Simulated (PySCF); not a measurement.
C₆ coefficients of unlike pairs at HSE06

Calculated with PySCF 2.14 from the dipole response of each species, C₆(A,B) = (3/π) ∫ α_A(iu) α_B(iu) du, in atomic units, from isotropic polarisabilities. For ions this is the dispersion term alone; charge-induced terms of lower order in 1/R come first.

```csv
species,configuration,basis,relativity,α (bohr³),C₆ (like pair)
Cl(2+),[Ne] 3s2 3p3 (4S),dyall-acv3z (19s12p6d4f),spin-free X2C,5.826,20.71
Se+,[Ar] 3d10 4s2 4p3 (4S),def2-TZVPPD (7s6p5d1f),none,14.35,87.71
B,[He] 2s2 2p1 (2P),aug-cc-pwCVTZ (7s6p4d2f),none,22.44,109.3
```

**Question.** Estimate C₆ for Se+ with Cl(2+).

**Answer.** The integral gives 41.99. The combination rule 2 C_A C_B / (C_A α_B/α_A + C_B α_A/α_B) gives 41.94 and the geometric mean 42.62.

No spin-orbit coupling is included.

The other pairs:

```
     pair     C₆
B, Cl(2+)  42.61
   B, Se+  93.43
```
